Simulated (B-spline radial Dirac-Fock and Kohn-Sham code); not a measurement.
## Successive ionisation energies of cadmium: Dirac-Fock against NIST

Model: ΔSCF Dirac-Fock with Breit, self-energy and vacuum polarisation, finite nucleus, configuration average. Program: a B-spline atomic structure program. Each value is the difference of the configuration-average energies of two neighbouring ions in their tabulated ground configurations. Correlation energy is missing from these numbers. NIST's values refer to the lowest levels; many for high charge states are themselves semi-empirical or theoretical. Where a p, d or f shell is open in either ion the computed value averages over both j values and all terms, while the table refers to the lowest levels; that difference holds spin-orbit splitting (largest in heavy or highly charged ions), term energies where several electrons share open shells, and correlation, and it can reach 10 % or more.

```csv
ion,configuration,computed (eV),NIST (eV),kind,NIST − computed (eV)
Cd,[Kr] 4d10 5s2,7.34,8.99382,measured,+1.65
Cd⁺,[Kr] 4d10 5s1,15.54,16.90831,measured,+1.37
Cd²⁺,[Kr] 4d10,36.10,37.468 ± 0.006,measured,+1.37
Cd³⁺,[Kr] 4d9,52.36,51 ± 1.7,theoretical,-1.36
Cd⁴⁺,[Kr] 4d8,69.77,67.9 ± 1.9,theoretical,-1.87
Cd⁵⁺,[Kr] 4d7,88.20,87 ± 2,theoretical,-1.20
Cd⁶⁺,[Kr] 4d6,107.6,105 ± 2,theoretical,-2.58
Cd⁷⁺,[Kr] 4d5,127.8,130.1 ± 2.1,theoretical,+2.26
Cd⁸⁺,[Kr] 4d4,148.9,150 ± 2.2,theoretical,+1.06
Cd⁹⁺,[Kr] 4d3,170.8,173 ± 2.2,theoretical,+2.16
Cd¹⁰⁺,[Kr] 4d2,193.5,195 ± 2.4,theoretical,+1.48
Cd¹¹⁺,[Kr] 4d1,217.0,218 ± 2.5,theoretical,+1.05
Cd¹²⁺,[Ar] 3d10 4s2 4p6,307.3,305 ± 3,theoretical,-2.26
Cd¹³⁺,[Ar] 3d10 4s2 4p5,333.5,329 ± 3,theoretical,-4.45
Cd¹⁴⁺,[Ar] 3d10 4s2 4p4,360.2,358 ± 3,theoretical,-2.18
Cd¹⁵⁺,[Ar] 3d10 4s2 4p3,387.4,385 ± 3,theoretical,-2.43
Cd¹⁶⁺,[Ar] 3d10 4s2 4p2,415.2,421 ± 3,theoretical,+5.81
Cd¹⁷⁺,[Ar] 3d10 4s2 4p1,443.5,452.6 ± 0.3,semi-empirical,+9.13
Cd¹⁸⁺,[Ar] 3d10 4s2,513.3,513 ± 3,theoretical,-0.34
Cd¹⁹⁺,[Ar] 3d10 4s1,544.8,546.19 ± 0.17,semi-empirical,+1.35
```

Task: Where in this range is the largest relative jump, and why?

Result: From Cd⁺ (15.54 eV) to Cd²⁺ (36.10 eV), a factor of 2.32. The configuration goes from [Kr] 4d10 5s1 to [Kr] 4d10, so the next electron comes out of a deeper subshell.
